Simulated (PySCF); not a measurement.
Compound: C3H8NOSi2 (doublet state).
Z-matrix (Å and degrees, GFN2-xTB geometry), rows numbered from 1:
```
O 
C   1  1.2021
N   2  1.3237  1  130.32
Si  3  1.7801  2  123.37  1    -1.62
C   4  1.9119  3  111.92  2   -81.54
Si  5  1.9232  4   91.65  3  -104.18
C   4  1.9134  3  107.47  2  -177.06
H   3  1.0083  2  116.42  1  -179.40
H   4  1.4580  3  106.93  2    53.03
H   5  1.0862  4  113.94  3   138.99
H   5  1.0867  4  115.43  3    15.35
H   6  1.4630  5  114.42  4  -120.22
H   6  1.4648  5  114.36  4   111.31
H   7  1.0856  4  112.61  3  -135.26
H   7  1.0863  4  116.64  3   -11.77
```

The hyperfine couplings belong to this conformer and change with its torsions.

The species is `O=[C]N[SiH]1C[SiH2]C1` [radical].

Method used: UKS B3LYP, pcH-1 on C H N O Si, non-relativistic, mean-field spin-orbit, GIAO in PySCF 2.14.0. Geometry: GFN2-xTB, one conformer, isolated molecule. Couplings are sensitive to structure, and on GFN2-xTB geometries they can be far from those on DFT ones. Stability of the SCF solution: not tested.

Problem. What are g_iso and the isotropic 13C coupling of C2?

Solution. g_iso = 2.00159 and a = +433.15 MHz, or +15.461 mT (Mulliken spin population +0.67). 13C makes up about 1.07 % of the natural element, so this concerns labelled samples or satellites.

Problem. For one electron spin and this one nucleus (I = 1/2, g_N = 1.4048), compare first-order, second-order and exact resonance fields at 34.016 GHz.

Solution. First order: B = B0 − a·mI with B0 = 1214.218 mT. Second order subtracts a²[I(I+1) − mI²]/(2B0). The exact fields come from the Breit–Rabi levels of H = g μB B Sz − g_N μN B Iz + a S·I.

| mI | first order (mT) | second order (mT) | exact (mT) | exact − first order |
| --- | --- | --- | --- | --- |
| −1/2 | 1221.948 | 1221.899 | 1221.900 | -0.049 |
| +1/2 | 1206.487 | 1206.438 | 1206.438 | -0.050 |

Problem. Someone takes the midpoint and the distance of the outer exact lines at face value. What g and a result?

Solution. Their midpoint, 1214.169 mT, gives an apparent g of 2.00167 (true 2.00159), and their distance over 2I an apparent |a| of 15.462 mT (true 15.461).

Problem. Give the zero-field levels of this pair of spins.

Solution. F = I ± 1/2 = 1 and 0, at a·I/2 = +108.3 MHz and −a(I+1)/2 = -324.9 MHz, that is |a|(I + 1/2) = 433.1 MHz apart; F = 0 lies lower.

Other couplings of abundant isotopes, left aside here: 1 × 14N 57 MHz, 1 × 1H 10 MHz, 1 × 1H 3 MHz, 2 × 1H 3 MHz, 2 × 1H 2 MHz.

Means are taken over nuclei equivalent by connectivity, which assumes that they swap fast.
